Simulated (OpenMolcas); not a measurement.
Ta: effect of the active space

```
Program             : OpenMolcas
Method              : CASSCF or its RAS form
Basis               : ANO-RCC-VTZP
Scalar Hamiltonian  : DKH2, point nucleus
Spin-orbit coupling : state interaction with AMFI integrals over the reference wave functions, term energies averaged over their components
```

A. 3 electrons in 5 orbitals (5d); 2S+1 = 4 even, 10 roots; 2S+1 = 2 even, 40 roots; cost roughly 17 core-seconds
B. 5 electrons in 6 orbitals (5d 6s); 2S+1 = 6 even, 6 roots; 2S+1 = 4 even, 57 roots; 2S+1 = 2 even, 98 roots; cost of the order of 90 core-seconds
C. 5 electrons in 9 orbitals (RAS2 5d 6s; RAS3 6p, at most 2 electrons); 2S+1 = 4 even, 50 roots; 2S+1 = 6 even, 6 roots kept (CI in the orbitals of an earlier block, 5 in the spin-orbit step); 2S+1 = 2 even, 84 roots kept (CI in the orbitals of an earlier block, 50 in the spin-orbit step); 2S+1 = 4 odd, 89 roots (49 in the spin-orbit step); 2S+1 = 6 odd, 30 roots kept (CI in the orbitals of an earlier block, 29 in the spin-orbit step); 2S+1 = 2 odd, 62 roots kept (CI in the orbitals of an earlier block, 25 in the spin-orbit step); cost of the order of 2.2 core-minutes
D. 5 electrons in 11 orbitals (5d 6s 6d); 2S+1 = 4 even, 42 roots; 2S+1 = 6 even, 5 roots kept (CI in the orbitals of an earlier block); 2S+1 = 2 even, 35 roots kept (CI in the orbitals of an earlier block); cost roughly 90 core-seconds

Energies in cm⁻¹ above 5d³ 6s² ⁴F_3/2, the measured ground level; measured values from NIST Handbook of Basic Atomic Spectroscopic Data.

| Level | A | B | C | D | Measured |
| --- | --- | --- | --- | --- | --- |
| 5d³ 6s² ⁴F_3/2 | 0.0 | 0.0 | 0.0 | 0.0 | 0.0 |
| 5d³ 6s² ⁴F_5/2 | 2058 | 1786 | 1857 | 1990 | 2010 |
| 5d³ 6s² ⁴F_7/2 | 4255 | 3490 | 3774 | 4137 | 3964 |
| 5d³ 6s² ⁴F_9/2 [63 %] | 6323 | 4758 | 5473 | 5983 | 5621 |
| 5d³ 6s² ⁴P_3/2 [55 %] | 10532 | 5743 | 6718 | 6687 |  |
| 5d³ 6s² ⁴P_1/2 [61 %] | 11270 | 5529 | 6261 | 6497 | 6049 |
| 5d³ 6s² ²G_7/2 | 13030 | 10438 | 10873 | 11499 |  |
| 5d³ 6s² ⁴P_5/2 [64 %] | 14252 | 7932 | 9520 | 9200 | 9253 |
| 5d³ 6s² ²P_1/2 | 17174 | 13135 | 13260 | 14766 |  |

Deviations, from unrounded energies. A percentage is the sum of absolute deviations over the sum of measured energies, with the sign that they share, or ± where signs differ.

```tsv
Against measurement	Levels	A	B	C	D
mean absolute deviation (cm-1)	5	2300	680	190	210
fine structure of the ground term (%)	3	+9.0	-13.5	-4.2	±4.8
other terms of the ground configuration (%)	2	+66.8	-12.0	+3.1	±3.3
```

C lies closest to measurement on these levels and A furthest from it. The largest miss of C in the table is 5d³ 6s² ⁴P_5/2 [64 %], by +270 cm-1. The ranking rests on the paired levels alone, and a cruder setting can come out closer through cancelling errors.

The spin-orbit steps hold different terms of 5d³ 6s² (D lacks a ²D), which shifts levels as well.

Among A to D the level of the table that moves most is 5d³ 6s² ⁴P_5/2 [64 %], by 6300 cm-1 (lowest in B, highest in A).

Without dynamic correlation excited terms often stand tens of per cent too high (terms of higher spin than the ground term too low), and those without a measured partner can miss by more than the paired ones. With the s shell closed, the reference lacks s² → p², s² → d² and s → d mixing, so excited terms can stand far too high and out of order, with CASPT2 too (holds for A). Configurations are named by rounded mean occupations; where the s occupation lies near a half they are strongly mixed, a name can repeat and a true partner stay unpaired (holds for B; C). Some high roots are left out of the spin-orbit mixing, which shifts the levels that they would mix with (holds for C). Terms from blocks run as CI alone lack orbitals of their own (holds for C; D). Active for correlation alone: 6d; no level in the range computed is led by a configuration that fills it, so any true level of that kind is missing (holds for D). Measured partners are found by configuration, term and J. A level has none where our copy of the source lacks it or the pairing is in doubt (some pairs that miss far off the trend of their configuration count as doubtful), and it then counts in no deviation. Only configurations of the active space appear. Levels that lie high or do not pair safely by name in every column are left out.

A share in square brackets marks a mixed level and gives the weight of the term that names it, the lowest over the columns.
